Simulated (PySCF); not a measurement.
# From a computed spectrum to the compound

A species of 3 atoms with charge 2 has these harmonic modes (PBE0, small Gaussian bases with core potentials, PySCF 2.14.0):

| cm⁻¹ | km/mol | symmetry |
| --- | --- | --- |
| 70 | 1.1 | a1 |
| 246 | 9.1 | a1 |
| 255 | 40.9 | b2 |

Which species is it, and in which structure?

[CeI2]2+ (singlet):
```xyz
3

Ce    0.0000    0.0000   -1.1051
I     2.0836    0.0000    0.6091
I    -2.0836    0.0000    0.6091
```
Ideal gas at 298.15 K and 1 bar: S = 340.3 J/(mol K), Cp = 56.2 J/(mol K), H − H(0 K) = 14.6 kJ/mol (rigid rotor, harmonic modes, spin degeneracy alone). 
 Other answers can fit too; this one was computed.
